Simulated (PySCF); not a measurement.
Atom-mapped SMILES (the numbers label the heavy atoms): `[CH2:1]=[CH:2][Si@H:3]([F:4])[SiH3:5]`. Hydrogens are named by the atom that carries them. Ha(C1) is cis to Si3; Hb(C1) is trans to Si3.

Geometry: PBE0-D3(BJ)/def2-SVP; GIAO shifts from PySCF 2.14.0 with density-fitted response routines, gas phase, non-relativistic, averaged over equivalent atoms.

At PBE0/cc-pVDZ (113 basis functions, 15 s wall time on 1 thread of an Arm Neoverse N1, shared host):
```
 atoms  δ (ppm)
    C1    139.1
    C2    135.2
   Si3     19.7
   Si5    -95.0
    F4   -196.6
 H(C2)     6.76
Hb(C1)     6.43
Ha(C1)     6.11
H(Si3)     5.66
H(Si5)     3.48
```

References, each an isolated molecule treated in the same way: TMS for $^{13}$C (196.75 ppm), $^{29}$Si (418.61 ppm), $^{1}$H (31.29 ppm); $^{19}$F (200.93 ppm) against CFCl3.

Predict the values at PBE0/cc-pVTZ on the same geometry.

Results:


```
 atoms  δ at PBE0/cc-pVTZ  change
    C1              145.1    +6.0
    C2              141.9    +6.7
   Si3               17.2    -2.5
   Si5             -111.0   -16.0
    F4             -201.2    -4.6
 H(C2)               6.94   +0.18
Hb(C1)               6.59   +0.16
Ha(C1)               6.27   +0.16
H(Si3)               5.79   +0.13
H(Si5)               3.61   +0.13
```

Shifts are taken against calculated references (same method and geometry level): $^{13}$C (σref 187.29) and $^{29}$Si (σref 360.00) and $^{1}$H (σref 31.29) vs TMS; $^{19}$F (σref 182.60) against CFCl3.

The largest change is at Si5 (silicon bonded to Si, 3 H). Cost: 256 basis functions, 47 s wall time on 1 thread of an Arm Neoverse N1, shared host.

Unscaled 19F shifts against computed CFCl3 carry errors that often reach 10 to 50 ppm.
